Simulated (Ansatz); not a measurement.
Reaction (ligand exchange at the Sn–C bond): `[CH3][Sn][Cl]` + NH₃ → `[NH2][Sn][Cl]` + CH₄

Isolated molecules relaxed with PBE0-D4/def2-TZVP in Ansatz; ΔE leaves out vibrations. CBS: MP2 limit from def2 TZ/QZ plus the TZ coupled-cluster correction, frozen cores. This one scheme is used for every species. Functionals use def2-TZVPP. HSE06 is defined as in plane-wave codes. def2 core potentials past Kr. For Sn outer-core shells are correlated without core-valence functions, which leaves a few kJ/mol of doubt a bond. One conformer a species, not always the lowest.

`[CH3][Sn][Cl]`:

Cartesian coordinates in Å:
```
C -0.281 -0.162 -0.615
Sn 0.072 -0.883 1.409
Cl 1.211 1.097 2.085
H 0.675 0.095 -1.078
H -0.879 0.753 -0.568
H -0.798 -0.900 -1.233
```

NH₃:

Cartesian coordinates in Å:
```
N 0.048 0.265 0.085
H -0.580 0.232 -0.709
H 0.903 -0.201 -0.193
H -0.371 -0.295 0.818
```

`[NH2][Sn][Cl]`:

Cartesian coordinates in Å:
```
N 0.422 -0.314 0.564
Sn 0.157 -0.384 -1.421
Cl -1.560 1.273 -1.389
H -0.108 0.296 1.170
H 1.089 -0.871 1.076
```

CH₄:

```xyz
5

C     0.000    0.000    0.000
H    -0.948    0.532   -0.080
H    -0.142   -1.041   -0.290
H     0.356    0.045    1.029
H     0.734    0.464   -0.659
```

Q: Is it downhill or uphill in electronic energy at CCSD(T)/CBS, and by how much? (Best estimate.)

A: Computed: Downhill: ΔE = -80.3 kJ/mol.

Q: What do these levels give: BLYP-D4, ωB97X-V, PBE, HSE06, CCSD(T)/def2-SVP, MP2/CBS(def2)? (Estimate.)

A: Ansatz gave: BLYP-D4 -88.8, ωB97X-V -82.5, PBE -83.2, HSE06 -79.0, CCSD(T)/def2-SVP -85.0, MP2/CBS(def2) -83.5 kJ/mol.

Largest T1 diagnostic among the species: 0.016.

At CCSD(T), def2-SVP lies −4.8 kJ/mol from the extrapolated value and def2-TZVPP +1.7 kJ/mol. Leaving LDA and LC-ωPBE aside and taking each functional with its dispersion term where it has one, the values, not all of them listed here, spread over 10.2 kJ/mol, from BLYP-D4 to HSE06-D4. From PBE to PBE0 (25 % exact exchange), in def2-TZVPP and without D4, ΔE moves by +4.0 kJ/mol.
